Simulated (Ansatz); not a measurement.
# How methods differ on SiHBr (SMILES [SiH]Br)

SiHBr: 3 atoms, total charge 0, spin state singlet. As SMILES, `[SiH]Br`. Geometry: relaxed at PBE0-D4/def2-TZVP.

```xyz
3

Si   -0.6247    0.5219   -0.2961
Br    1.3409    0.4015    0.7814
H    -0.7271   -0.9883   -0.4986
```

Quantity: the vertical ionisation energy (to the doublet cation), in eV. The values are calculated.

```csv
level,kind,program,value (eV),less FCI/STO-3G,CPU time (all runs)
HF/STO-3G,Hartree–Fock,Ansatz,6.30,+0.41,0.63 s
SVWN5/STO-3G,LDA,Ansatz,6.59,+0.70,2.9 s
r2SCAN/STO-3G,meta-GGA,Ansatz,6.75,+0.86,9.7 s
B3LYP/STO-3G,global hybrid,Ansatz,6.84,+0.95,3.2 s
HSE06/STO-3G,range-separated hybrid,Ansatz,6.84,+0.95,4 s
B2PLYP/STO-3G,double hybrid,Ansatz,6.55,+0.66,5 s
RPA@PBE/STO-3G,RPA,Ansatz,5.72,-0.17,6.4 s
MP2/STO-3G,perturbation theory,Ansatz,6.11,+0.22,1.2 s
CCSD(T)/STO-3G,coupled cluster or CI,Ansatz,5.91,+0.02,1.7 s
FCI/STO-3G,exact in the basis,Ansatz,5.89,0.00,2.9 s
```

FCI/STO-3G is exact within its basis and frozen core, so for wave-function methods in that basis the difference is their error; functionals converge differently with the basis, so for them it is only a difference. All-electron rows without a relativistic Hamiltonian named are non-relativistic. Spin-orbit coupling, which can split open shells on such heavy atoms by tenths of an eV, is left out. The values span 5.72 to 6.84 eV. All rows use very small basis sets, so none should be taken for the real molecule's value. In the correlated wave-function rows the outer d shell of Br is correlated, in sets not made for it. Times are those of the runs behind each value, whatever else they computed, on shared processors of several kinds: orders of magnitude only.
